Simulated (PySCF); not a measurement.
H₆S, SMILES [H][S@OH27]([H])([H])([H])([H])[H]. Heavy atoms are numbered as in [H][S@OH27:1]([H])([H])([H])([H])[H]. Hydrogens are named by the atom that carries them.

The structure is a stationary point at ωB97X-D3(BJ)/def2-TZVP.

Calculation: HF/pcSseg-2 (PySCF).

GIAO shieldings, no solvent; atoms alike by connectivity are averaged. δ = σ(ref) − σ: ³³S against H2S (σ = 707.7 ppm); ¹H against TMS (σ = 31.98 ppm), references at their B3LYP-D3(BJ)/def2-TZVP geometries, non-relativistic.

```
nucleus     atoms  count  δ (ppm)
-------  --------  -----  -------
³³S      S1 (SH6)      1   -110.8
¹H        H on S1      6    10.55
```
